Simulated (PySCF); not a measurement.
What does the PBE0-D3(BJ)/def2-SVP structure of `C[SiH2][SiH2]C` look like in three dimensions?

```xyz
14
C2H10Si2 angstrom
C     -2.3440    0.4490    0.4507
Si    -0.7854   -0.4193   -0.1623
Si     1.1619    0.7785    0.3681
C      2.7058   -0.0496   -0.3310
H     -2.4303    1.4509    0.0031
H     -2.3244    0.5632    1.5451
H     -3.2425   -0.1265    0.1804
H     -0.6913   -1.7915    0.4362
H     -0.8513   -0.5965   -1.6507
H      1.2745    0.8952    1.8596
H      1.0407    2.1729   -0.1716
H      2.8207   -1.0677    0.0707
H      2.6469   -0.1182   -1.4280
H      3.6075    0.5251   -0.0715
```

Orientation and origin are arbitrary. Atoms count from 1 in this order. Si2 (SiH2 silicon) is tetrahedral (angles from 106.9° to 112.2°).

Bonds between heavy atoms (Å): C1–Si2 1.886, Si2–Si3 2.347, Si3–C4 1.886.

Computed, not measured: PBE0-D3(BJ)/def2-SVP geometry optimisation, gas phase (PySCF 2.14.0).

Point group: near C2h, missed by 0.11 Å at most; the miss may be what the optimiser left on a soft mode (C2 holds within 0.08 Å). Stationary, but not proved a minimum. The numbers are those of one conformer (C1–Si2–Si3–C4 -177°).
